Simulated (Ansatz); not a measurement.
`FCNC[SiH3]` → `CNCF` + `[SiH2]`  (silylene formation by 1,1-elimination)

Isolated molecules relaxed with PBE0-D4/def2-TZVP in Ansatz; ΔE leaves out vibrations. CBS: MP2 limit from def2 TZ/QZ plus the TZ coupled-cluster correction, frozen cores. This one scheme is used for every species. Functionals use def2-TZVPP. HSE06 is defined as in plane-wave codes. One conformer a species, not always the lowest.

`FCNC[SiH3]`:

Z-matrix (Å, degrees):
```
C
N 1 1.400
F 1 1.407 2 113.5
H 1 1.092 2 110.2 3 119.0
H 1 1.093 2 110.1 3 -118.5
C 2 1.454 1 116.5 3 62.8
H 2 1.011 1 111.8 3 -68.3
Si 6 1.884 2 111.1 1 174.4
H 6 1.099 2 113.2 1 -61.2
H 6 1.096 2 108.4 1 56.4
H 8 1.485 6 110.8 2 -65.4
H 8 1.487 6 109.7 2 173.5
H 8 1.489 6 109.3 2 54.2
```

`CNCF`:

Z-matrix (Å, degrees):
```
C
N 1 1.449
H 1 1.096 2 113.8
H 1 1.093 2 109.0 3 120.6
H 1 1.091 2 109.5 3 -121.9
C 2 1.397 1 116.4 3 -64.1
H 2 1.010 1 112.3 3 66.8
F 6 1.411 2 113.7 1 63.1
H 6 1.092 2 110.4 1 -177.9
H 6 1.093 2 110.2 1 -55.3
```

`[SiH2]`:

```xyz
3

Si    0.262   -0.547    0.372
H    -1.012    0.288    0.455
H     0.750    0.259   -0.827
```

```json
{"level": "HSE06", "ΔE (eV)": "2.34"}
{"level": "MP2/CBS(def2)", "ΔE (eV)": "2.50"}
```

Q: What does CCSD(T)/CBS give? (An estimate is asked.)

A: The calculation gave: +2.30 eV. The listed levels differ from it by 0.04, 0.20 eV.

Largest T1 diagnostic among the species: 0.014.

Leaving LDA and LC-ωPBE aside and taking each functional with its dispersion term where it has one, the values, not all of them listed here, spread over 0.36 eV, from BLYP-D4 to r2SCAN0-D4. LDA lies +0.37 eV from PBE without D4. In def2-TZVPP, CCSD(T) changes the Hartree–Fock value by +0.16 eV (the triples alone add +0.05 eV) and MP2 by +0.36 eV.
